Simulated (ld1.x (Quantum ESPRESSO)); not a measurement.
## Configuration tests for phosphorus (P) (ultrasoft)

ld1.x (Quantum ESPRESSO) 7.5 input, shortened:

```
&input
   title='P', zed=15., rel=0, dft='PZ', iswitch=3,
   config='[Ne] 3s2 3p2'
 /
 &inputp
   pseudotype=3, tm=.true., lloc=-1, rcloc=1.25,
   nlcc=.true., new_core_ps=.true.,
   which_augfun='PSQ', rmatch_augfun_nc=.true.
 /
4
3S  1  0   2.00   0.00  1.15  1.30  0.0
3S  1  0   0.00  -1.20  1.15  1.30  0.0
3P  2  1   2.00   0.00  1.15  1.25  0.0
3P  2  1   0.00  -0.05  1.15  1.25  0.0
 &test
   configts(1)='3s2 3p2'
 /
```

Energies are relative to the spin-unpolarised reference configuration 3s2 3p2; without spin polarisation the order of configurations can differ from experiment. Spin-polarised rows fill each open shell by Hund’s rule, majority spin first.

| valence configuration | charge | ΔE all-electron (eV) | error AE − PS (meV) |
| --- | --- | --- | --- |
| 3s2 3p3 | 0 | -9.833 | -0.6 |
| 3s2 3p1 | +2 | 19.262 | -2.3 |
| 3s2 3p0 | +3 | 49.167 | -16 |
| 3s2 3p2.5 | +0.5 | -6.006 | -0.2 |
| 3s1 3p3 | +1 | 8.976 | -0.7 |
| 3s1 3p4 | 0 | -1.426 | +1.7 |
| 3s2 3p2 (spin-polarised) | +1 | -0.842 | +1.2 |
| 3s2 3p3 (spin-polarised) | 0 | -11.343 | +1.5 |

Q: What are ΔE and the potential's error for 3s1 3p0?

A: ΔE = 101.231 eV all-electron; the error (AE − PS) is -93 meV.

Levels in the configuration 3s1 3p4:

| level | all-electron (eV) | pseudo (eV) |
| --- | --- | --- |
| 3s | -14.641 | -14.640 |
| 3p | -6.161 | -6.162 |

Note: ghost states, extra bound levels that the all-electron valence spectrum of the same l lacks: s at -74.4 eV, p at -60.5 eV. A true bound ghost makes a file unfit for plane-wave use.
